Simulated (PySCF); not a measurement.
InF, SMILES [F][In] (connectivity only; charge and spin as stated), neutral, multiplicity 1.

Geometry optimised at r2SCAN-D4/def2-TZVP. The def2 effective core potentials stand for the cores of In; spin–orbit coupling is left out.

Two levels are set side by side: PBE/def2-TZVPD (PySCF) and CAM-B3LYP/def2-TZVPD (PySCF). Same geometry, gas phase. Differences are taken from unrounded values.

```csv
quantity,PBE
orbital gap (eV),4.27
highest occupied level (eV),-6.53
lowest empty level (eV),-2.26
dipole moment (D),3.16
mean polarisability (bohr³),41.7
```

Q: These are the PBE values. What does CAM-B3LYP give? (Estimate from the structure and the level; the computed values follow.)

A: 
| quantity | CAM-B3LYP | PBE minus CAM-B3LYP |
|---|---|---|
| orbital gap (eV) | 8.05 | -3.78 |
| highest occupied level (eV) | -8.92 | 2.38 |
| lowest empty level (eV) | -0.87 | -1.40 |
| dipole moment (D) | 3.38 | -0.22 |
| mean polarisability (bohr³) | 40.3 | 1.4 |

PBE's occupied levels lie high since its potential decays too fast outside the molecule; exact exchange lowers them and widens the gap. PBE's more diffuse valence density responds more strongly to a field. Differences between two approximate levels are no errors against the true value.

Rough cost on one machine, each run with all the roots and properties that it gave: CAM-B3LYP against PBE within a factor of 2.
